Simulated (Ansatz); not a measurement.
Molecule: B2H4 (charge -1, doublet). It need not be the lowest isomer of its formula. 
Coordinates optimised at B3LYP-D3(BJ)/def2-TZVP (Ansatz, a first-principles code):
```xyz
6

B      0.0001     0.0136     0.8205
B     -0.0001    -0.0136    -0.8205
H      1.0156     0.0327     1.4961
H     -1.0154     0.0168     1.4965
H      1.0154    -0.0168    -1.4965
H     -1.0156    -0.0327    -1.4961
```
Charge -1, spin multiplicity 2.

Basis-set convergence of Hartree-Fock and CCSD correlation energies (hartree) with Ansatz. Cores are frozen in the correlated levels unless marked. Open shells are spin-unrestricted. Spin-orbit coupling is left out. Non-relativistic. This anion needs diffuse functions, which these sets lack.

| basis | functions | E(HF) | E(corr, CCSD) |
|---|---|---|---|
| def2-SVP | 48 | -51.59404 | -0.22290 |
| def2-TZVPP | 118 | ? | ? |

Some entries are withheld; supply them.


- def2-TZVPP, E(HF): -51.65458
- def2-TZVPP, E(corr, CCSD): -0.26403
